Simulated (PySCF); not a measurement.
GeI4, charge -1, doublet, geometry from GFN2-xTB (a state made from the parent by changing its charge; the spin is typed, not shown lowest) (all electrons, no relativity); M06L/3-21G (PySCF).

Here is a job for PySCF.
```python
from pyscf import gto, scf, dft

mol = gto.Mole()
mol.atom = '''
    I    -1.014982    2.443079   -0.830700
    Ge   -0.000000   -0.000000   -0.000000
    I    -1.893175   -1.980620   -0.426521
    I     0.614775    0.124737    2.700996
    I     2.293382   -0.587195   -1.443775
'''
mol.basis = '3-21g'
mol.charge = -1
mol.spin = 1
mol.verbose = 5
mol.build()

mf = dft.UKS(mol)
mf.xc = 'm06l'
mf.grids.prune = None
mf.kernel()
```

### Question
What does PySCF print? Leave out banner, timings and long lists.

### Answer

```
PySCF version 2.14.0

[INPUT] verbose = 5
[INPUT] max_memory = 4000
[INPUT] num. atoms = 5
[INPUT] num. electrons = 245
[INPUT] charge = -1
[INPUT] spin (= nelec alpha-beta = 2S) = 1
[INPUT] symmetry False subgroup None
[INPUT] Mole.unit = angstrom
[INPUT] Symbol           X                Y                Z      unit          X                Y                Z       unit  Magmom
[...]
[INPUT] ---------------- BASIS SET ----------------
[INPUT] l, kappa, [nprim/nctr], expnt,             c_1 c_2 ...
[INPUT] I
[...]
                                2173.0741         0.36664
                                477.87205         0.691131
[...]
                                140.3064          0.083228
                                45.6988           0.969752
[...]
                                27.48875          0.0465
                                8.209096          1.091576
[...]
                                3.244596          0.463209
                                1.300489          0.838636
[...]
                                0.328103          1.328584
[...]
                                140.3064          0.619462
                                45.6988           0.383758
[...]
                                27.48875          0.543769
                                8.209096          0.656168
[...]
                                3.244596          0.526525
                                1.300489          0.526608
[...]
                                0.328103          0.985137
[...]
                                35.982378         0.482049
                                11.551116         0.589445
[...]
                                2.220937          0.580061
                                0.809912          0.326226
[INPUT] Ge
[...]
                                767.72417         0.373167
                                168.18881         0.684787
[...]
                                48.95543          0.0912
                                15.1837           0.963449
[...]
                                5.441437          0.293883
                                1.742603          0.889199
[...]
                                0.263093          1.19067
[...]
                                48.95543          0.57538
                                15.1837           0.445995
[...]
                                5.441437          0.473245
                                1.742603          0.603278
[...]
                                0.263093          0.98749
[...]
                                6.223814          0.511492
                                1.588737          0.58577

nuclear repulsion = 3264.30391943604
number of shells = 62
number of NR pGTOs = 378
number of NR cGTOs = 146
basis = 3-21g
ecp = {}

******** <class 'pyscf.dft.uks.UKS'> ********
method = UKS
initial guess = minao
damping factor = 0
level_shift factor = 0
DIIS = <class 'pyscf.scf.diis.CDIIS'>
diis_start_cycle = 1
diis_space = 8
diis_damp = 0
SCF conv_tol = 1e-09
SCF conv_tol_grad = None
SCF max_cycles = 50
direct_scf = True
direct_scf_tol = 1e-13
number electrons alpha = 123  beta = 122
XC library pyscf.dft.libxc version 7.1.2
    S. Lehtola, C. Steigemann, M. J. T. Oliveira, and M. A. L. Marques,  SoftwareX 7, 1–5 (2018)
XC functionals = m06l
    Y. Zhao and D. G. Truhlar,  J. Chem. Phys. 125, 194101 (2006)
    Y. Zhao and D. G. Truhlar,  J. Chem. Phys. 125, 194101 (2006)
    Y. Zhao and D. G. Truhlar,  Theor. Chem. Acc. 120, 215 (2008)
radial grids:
    Treutler-Ahlrichs [JCP 102, 346 (1995); DOI:10.1063/1.469408] (M4) radial grids

becke partition: Becke, JCP 88, 2547 (1988); DOI:10.1063/1.454033
pruning grids: None
grids dens level: 3
symmetrized grids: False
atomic radii adjust function: <function treutler_atomic_radii_adjust>
small_rho_cutoff = 0
Set gradient conv threshold to 3.16228e-05
[...]
 -4.48607240e+00 -4.48606939e+00 -4.48605966e+00 -4.48605711e+00
 -4.48603488e+00 -4.48603145e+00 -4.13557109e+00 -4.13556917e+00
 -4.13556705e+00 -1.86627258e+00 -1.86610866e+00 -1.86609467e+00
 -1.86606949e+00 -1.86286384e+00 -1.86285386e+00 -1.86283820e+00
 -1.86271798e+00 -1.86270799e+00 -1.86269204e+00 -1.86268510e+00
 -1.86267794e+00 -1.85309645e+00 -1.85309307e+00 -1.85308431e+00
 -1.85307447e+00 -1.85307224e+00 -1.85306251e+00 -1.85304233e+00
 -1.85303961e+00 -8.96723681e-01 -8.96716363e-01 -8.96702218e-01
 -8.94348206e-01 -8.94341645e-01 -4.84796922e-01 -4.57459173e-01
 -4.57443670e-01 -4.57432286e-01 -3.19123702e-01 -1.70665788e-01
 -1.70661857e-01 -1.70647121e-01 -1.11288137e-01 -1.11281132e-01
 -1.08282915e-01 -1.08271760e-01 -1.08266391e-01 -9.76746726e-02
 -9.76700947e-02 -9.76643421e-02 -4.21658878e-02  7.38924709e-02
  7.39000623e-02  7.39076959e-02  4.12443467e-01  4.16770545e-01
  4.16817655e-01  4.16820492e-01  4.97041639e-01  4.97052845e-01
  4.97063360e-01  5.07215376e-01  5.07238879e-01  5.16450996e-01
  5.61973011e-01  5.61978946e-01  5.61989825e-01  5.85561743e-01
  5.85570522e-01  5.85582811e-01  6.53798092e-01  6.53850389e-01
  6.53894563e-01  7.04377869e-01]
  beta  mo_energy =
[-1.15739336e+03 -1.15739334e+03 -1.15739332e+03 -1.15739328e+03
 -3.95303038e+02 -1.75222617e+02 -1.75222600e+02 -1.75222584e+02
 -1.75222553e+02 -1.63857133e+02 -1.63857114e+02 -1.63857088e+02
 -1.63856958e+02 -1.63856080e+02 -1.63856071e+02 -1.63856059e+02
 -1.63856013e+02 -1.63856001e+02 -1.63855990e+02 -1.63855914e+02
 -1.63855913e+02 -4.92772383e+01 -4.36202018e+01 -4.36202017e+01
 -4.36202014e+01 -3.55504272e+01 -3.55504095e+01 -3.55503948e+01
 -3.55503664e+01 -3.06558804e+01 -3.06558617e+01 -3.06558432e+01
 -3.06558099e+01 -3.06521028e+01 -3.06521018e+01 -3.06520863e+01
 -3.06520790e+01 -3.06520665e+01 -3.06520626e+01 -3.06520342e+01
 -3.06520340e+01 -2.25287557e+01 -2.25285312e+01 -2.25285132e+01
 -2.25284876e+01 -2.25277435e+01 -2.25277343e+01 -2.25277227e+01
 -2.25276290e+01 -2.25276208e+01 -2.25276111e+01 -2.25275910e+01
 -2.25275869e+01 -2.25252491e+01 -2.25252490e+01 -2.25252319e+01
 -2.25252317e+01 -2.25252172e+01 -2.25252171e+01 -2.25251884e+01
 -2.25251883e+01 -6.20816729e+00 -6.20814918e+00 -6.20813628e+00
 -6.20811234e+00 -6.02985572e+00 -4.49636243e+00 -4.49634231e+00
 -4.49632936e+00 -4.49630861e+00 -4.48562719e+00 -4.48562068e+00
 -4.48560870e+00 -4.48560579e+00 -4.48559595e+00 -4.48559348e+00
 -4.48557101e+00 -4.48556761e+00 -4.13405222e+00 -4.13405025e+00
 -4.13404827e+00 -1.86472929e+00 -1.86457194e+00 -1.86455808e+00
 -1.86453261e+00 -1.86189356e+00 -1.86188381e+00 -1.86186795e+00
 -1.86175657e+00 -1.86174648e+00 -1.86173059e+00 -1.86172359e+00
 -1.86171642e+00 -1.85272760e+00 -1.85272417e+00 -1.85271534e+00
 -1.85270543e+00 -1.85270318e+00 -1.85269354e+00 -1.85267320e+00
 -1.85267051e+00 -8.94431409e-01 -8.94424506e-01 -8.94410528e-01
 -8.92127640e-01 -8.92121239e-01 -4.79060955e-01 -4.50641612e-01
 -4.50626615e-01 -4.50614133e-01 -3.11825118e-01 -1.64486060e-01
 -1.64475685e-01 -1.64464583e-01 -1.07522342e-01 -1.07514394e-01
 -1.02930483e-01 -1.02920345e-01 -1.02912978e-01 -9.37999094e-02
 -9.37960976e-02 -9.37899408e-02 -2.40452020e-02  8.21544572e-02
  8.21604386e-02  8.21654992e-02  4.17952270e-01  4.24767561e-01
  4.24790539e-01  4.24809311e-01  4.99862672e-01  4.99871654e-01
  4.99881442e-01  5.08835322e-01  5.08859824e-01  5.23737977e-01
  5.64459442e-01  5.64462838e-01  5.64471465e-01  5.86767199e-01
  5.86775157e-01  5.86785213e-01  6.58329320e-01  6.58381617e-01
  6.58424681e-01  7.09877641e-01]
multiplicity <S^2> = 0.75269393  2S+1 = 2.0026921
nelec by numeric integration = [122.99999529 121.99999524]
E1 = -47356.99159592594  E2 = 14466.48148589683  Ecoul = 15250.840817797918  Exc = -784.359331901088
Extra cycle  E= -29626.2061905931  delta_E= 1.72e-09  |g|= 4.57e-05  |ddm|= 0.000258
converged SCF energy = -29626.2061905931  <S^2> = 0.75269393  2S+1 = 2.0026921
```
